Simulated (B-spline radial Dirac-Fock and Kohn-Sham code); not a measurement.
These are calculated numbers from a B-spline atomic structure program; the model is Dirac-Fock energy differences between relaxed states, corrected for Breit and QED terms. The model has no electron correlation.

**Question.** Identify the element and charge state from the binding energies below (tabulated ground configuration; the least bound level is included).

```tsv
level	binding energy (eV)
1s	40208.3
2s	7515.2
2p1/2	7143.8
2p3/2	6732.5
3s	2489.1
3p1/2	2334.4
3d	1986.1
```

**Answer.** La³¹⁺: Z = 57 with 26 electrons, [Ar] 3d8. The hydrogen-like estimate √(E/Ry) = 54.4 for the K level lies 2.6 below Z (screening lowers it, relativity raises it); the outermost level, at 1986.1 eV, fixes the charge.

**Question.** Identify the element and charge state from the binding energies below (tabulated ground configuration; the least bound level is included).

```
level  binding energy (eV)
   1s              76137.1
3d5/2               2071.2
   4s                726.9
4p1/2                614.1
4f5/2                91.57
4f7/2                88.58
   5d                28.83
```

**Answer.** Ir²⁺: Z = 77 with 75 electrons, [Xe] 4f14 5d7. The hydrogen-like estimate √(E/Ry) = 74.8 for the K level lies 2.2 below Z (screening lowers it, relativity raises it); the outermost level, at 28.83 eV, fixes the charge.

**Question.** Identify the element and charge state from the binding energies below (tabulated ground configuration; the least bound level is included).

| level | binding energy (eV) |
| --- | --- |
| L2 | 9262.1 |
| L3 | 8523.6 |
| M4 | 2250.8 |
| M5 | 2216.9 |
| N2 | 1166.8 |
| N3 | 1121.8 |
| N4,5 | 991.2 |

**Answer.** Tb²⁸⁺: Z = 65 with 37 electrons, [Kr] 4d1.
